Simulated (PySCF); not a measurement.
1,3-dibromopropa-1,2-diene (C₃H₂Br₂), SMILES BrC=C=CBr.

Coordinates come from a B3LYP-D3(BJ)/def2-SVP optimisation.

All values below come from PySCF 2.14.0 with TDDFT-M06-2X/def2-SVPD.

Vertical excitations. Gas-phase values at a fixed geometry. State labels are in the subgroup C2.

Question: Estimate the UV-visible absorptions. (Estimate from the structure and the level; the computed values follow.)

Answer: 
```csv
state,symmetry,energy (eV),λ (nm),f,main pairs
S1,B,4.55,272,0.000,"HOMO→LUMO 49 %, HOMO−1→LUMO+1 46 %"
S2,A,4.67,266,0.000,"HOMO−1→LUMO 52 %, HOMO→LUMO+1 45 %"
S3,A,5.55,223,0.000,"HOMO→LUMO+1 49 %, HOMO−1→LUMO 43 %"
S4,B,5.78,214,0.014,"HOMO−2→LUMO 56 %, HOMO−3→LUMO+1 34 %"
S5,A,5.83,213,0.000,"HOMO−2→LUMO+1 46 %, HOMO−3→LUMO 42 %"
S6,B,6.24,199,0.834,"HOMO−1→LUMO+1 43 %, HOMO→LUMO 42 %"
S7,A,6.40,194,0.000,"HOMO−3→LUMO 48 %, HOMO−2→LUMO+1 44 %"
S8,B,6.40,194,0.054,"HOMO−3→LUMO+1 54 %, HOMO−2→LUMO 30 %"
S9,B,6.47,192,0.058,"HOMO→LUMO+2 35 %, HOMO−5→LUMO+1 14 %, HOMO−1→LUMO+3 13 %, HOMO−4→LUMO 10 %"
S10,A,6.62,187,0.000,"HOMO−1→LUMO+2 46 %, HOMO→LUMO+3 15 %, HOMO−5→LUMO 12 %, HOMO−4→LUMO+1 12 %"
T1,A,4.11,301,0,"HOMO−1→LUMO 47 %, HOMO→LUMO+1 32 %"
T2,B,4.30,288,0,"HOMO→LUMO 71 %, HOMO−1→LUMO+1 24 %"
T3,A,4.34,285,0,"HOMO→LUMO+1 54 %, HOMO−1→LUMO 41 %"
T4,B,4.39,282,0,"HOMO−1→LUMO+1 66 %, HOMO→LUMO 19 %"
```
Triplets are in the Tamm–Dancoff approximation, which puts them higher than full response would, so one can lie above its singlet here.
